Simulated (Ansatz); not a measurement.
H$_{6}$ClInO$_{2}$Si$_{2}$ (SMILES [SiH3][O][In]([Cl])[O][SiH3]), singlet, at a GFN2-xTB geometry (such geometries of metal compounds can be far from the true shape) (all electrons, no relativity), with bond 11-9 at 1.4 times its length; CASSCF(6,5)/STO-3G (Ansatz, a quantum-chemistry and plane-wave program).

Here is a job for Ansatz.
Ansatz 0.2 input:
```yaml
crystal:
  periodic: [false, false, false]
  atoms:
    - {symbol: In, position_ang: [-0.14809668, 0.18511946, 0.32269948]}
    - {symbol: Cl, position_ang: [-0.33936627, 0.19946552, 2.59639442]}
    - {symbol: O, position_ang: [0.80863953, -1.20293193, -0.67488859]}
    - {symbol: Si, position_ang: [1.66678536, -2.51938287, -0.29126496]}
    - {symbol: H, position_ang: [2.84335424, -2.15447291, 0.51142149]}
    - {symbol: H, position_ang: [2.01693134, -3.00192262, -1.62780618]}
    - {symbol: H, position_ang: [0.84309093, -3.47544323, 0.46299222]}
    - {symbol: O, position_ang: [-0.92945398, 1.55322213, -0.84055051]}
    - {symbol: Si, position_ang: [-0.88235888, 1.67157730, -2.46080700]}
    - {symbol: H, position_ang: [0.49956613, 1.81296468, -2.94770418]}
    - {symbol: H, position_ang: [-1.97313706, 3.40238162, -2.64918764]}
    - {symbol: H, position_ang: [-1.53094743, 0.51619750, -3.10199777]}
basis:
  gaussian:
    orbitals: STO-3G
hamiltonian:
  xc: hf
magnetization: {spin_polarized: false}
correlation: {active_space: {window: {electrons: 6, orbitals: 5}}}
```

What the program printed (banner, timings and long lists left out):

```
Functional definition: HF
889 factors; integrals over basis functions are off by at most 4.5e-5 eV
mean field evaluation 1: about -186662.9715 eV, gradient 3.2e1 eV
mean field evaluation 2: about -186663.0519 eV, gradient 3.2e1 eV
mean field evaluation 4: about -186667.4373 eV, gradient 2.1e0 eV
mean field evaluation 8: about -186667.4585 eV, gradient 5.4e-2 eV
mean field -186667.45850800 eV, -6859.9025724213 hartree, gradient 4.0e-6 eV, S^2 0.000000; 0 other end points of the search recorded, 0 dependent functions left out
reference -186667.45850800 eV, -6859.9025724213 hartree; 58, 58 occupied and 12, 12 virtual orbitals, 889 factors
state -186669.02722577 eV, -6859.9602217359 hartree
2 active orbitals were swapped for others, from the solution at -186669.00694880 eV, -6859.9594765712 hartree to that at -186669.02722577 eV, -6859.9602217359 hartree; typed "places" are swapped only where nearly empty or full, and so, without "given_window_search", are "orbital_numbers", "shells" and a window whose orbitals a file names under [Active]
Total energy: -186669.02722577 eV, -6859.9602217359 hartree
```
